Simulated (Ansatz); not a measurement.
Molecule: sum formula SiNHBr3 (charge 0, doublet). It need not be the lowest isomer of its formula. 
Structure (B3LYP-D3(BJ)/def2-TZVP (Ansatz, a first-principles code) minimum search):
SMILES: [NH][Si](Br)(Br)Br
```xyz
6

Si     0.4609     0.0517    -0.1367
Br     0.4013    -0.6711     1.9596
Br    -0.4967    -1.4143    -1.4719
Br    -0.5898     1.9990    -0.3211
N      2.1352     0.1865    -0.5441
H      2.5834     0.9968    -0.1070
```
Charge 0, spin multiplicity 2.

Parts of the frozen-core correlation energy in def2-TZVPP (Ansatz, hartree). Frozen orbitals: 48; correlated occupied orbitals by spin: 16 and 15; virtual: 167 and 168. Open shells are spin-unrestricted. Spin-orbit coupling is left out. No relativistic terms.

| term | value |
|---|---|
| reference (HF) | -8061.37980 |
| MP2 opposite-spin | (withheld) |
| MP2 same-spin | (withheld) |
| CCSD correlation | (withheld) |
| (T) | -0.03544 |
| T1 diagnostic | 0.013 |
| largest doubles amplitude | 0.019 |
| <S^2> of the reference | 0.759 |

Fill in the missing entries.


- MP2 opposite-spin, value: -0.56695
- MP2 same-spin, value: -0.19198
- CCSD correlation, value: -0.81204
